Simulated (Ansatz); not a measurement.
C$_{2}$H$_{6}$SeSi$_{2}$, SMILES `C1=C[Se][SiH2][SiH2]1`, charge 0, multiplicity 1.

(1) Give a relaxed structure at PBE0-D4/def2-TZVP (Ansatz). (Best estimate.)

Results:

(1) Computed: 
Z-matrix (Å, degrees):
```
Si
Si 1 2.339
Se 1 2.297 2 96.8
H 1 1.486 2 115.6 3 -115.9
H 1 1.486 2 115.6 3 115.9
C 2 1.857 1 98.5 3 -0.2
H 2 1.489 1 113.0 3 118.5
H 2 1.489 1 113.0 3 -118.8
C 3 1.908 1 95.6 2 0.2
H 6 1.088 2 121.6 1 -179.9
H 9 1.087 3 110.4 1 179.9
```
Point group Cs.
This is one stationary point; other conformers may exist.
